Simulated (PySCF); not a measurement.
C₇H₄ClO₂ (charge -1).
SMILES: `O=C([O-])C1=CC=C(Cl)C=C1`

Theory: TDDFT CAM-B3LYP/def2-SVPD, vertical, gas phase, core orbitals frozen in the response in PySCF. Isolated species at its PBE0-D3(BJ)/def2-SVP geometry, gas phase. The geometry's basis has no diffuse functions, a weakness for an anion. Torsions of this conformer, `[O:1]=[C:2]([O-:3])[c:4]1[cH:5][cH:6][c:7]([Cl:8])[cH:9][cH:10]1`: O1–C2–C4–C5 1°.

Problem. Predict the UV-vis stick spectrum at this level.

Solution. 

| state | E (eV) | ν̃ (cm⁻¹) | f | symmetry | main configurations (H = HOMO, L = LUMO) |
| --- | --- | --- | --- | --- | --- |
| S1 | 4.40 | 35490 | 0.0000 | – | H→L (88%) |
| S2 | 4.43 | 35730 | 0.0000 | – | H-1→L (90%) |
| S3 | 4.99 | 40210 | 0.0000 | – | H-1→L+2 (98%) |
| S4 | 5.10 | 41140 | 0.0001 | – | H→L+2 (99%) |
| S5 | 5.19 | 41860 | 0.011 | B1 or B2 | H-2→L (72%), H-3→L+2 (14%), H-4→L (10%) |
| S6 | 5.29 | 42690 | 0.0016 | – | H-3→L+2 (48%), H-4→L (26%), H-2→L (23%) |

The lowest singlet comes at 282 nm (425 kJ/mol) in the ultraviolet; it is dark (f under 0.0005); its leading configuration is HOMO→LUMO (88%). The most intense listed level is S5 at 5.19 eV (239 nm, f = 0.011), 0.79 eV above S1. Löwdin shares by element: HOMO oxygen 88%, carbon 6% or more; LUMO carbon 58% or more (atoms not listed hold the other 42%). Of the 6 states listed, 1 reaches f = 0.01 and 4 stay under 0.0005. Weighted by f, the mean energy of these states is 5.20 eV. The listed states span 0.89 eV, and the widest gap between neighbours is 0.56 eV (S2 to S3). No detachment energy is given for this anion; states above it aren't bound, and a finite basis only mimics them. Symmetry labels in C2v follow from the direction of the transition dipole and are given only for states with f of 0.002 or more; B1 and B2 swap with the choice of axes. Singlets were solved by full linear response.

On one thread of an Arm Neoverse N1 (shared host), this took 2.4 min wall (with the writing of density and orbital grids) and 1.2 GiB of memory at its peak.
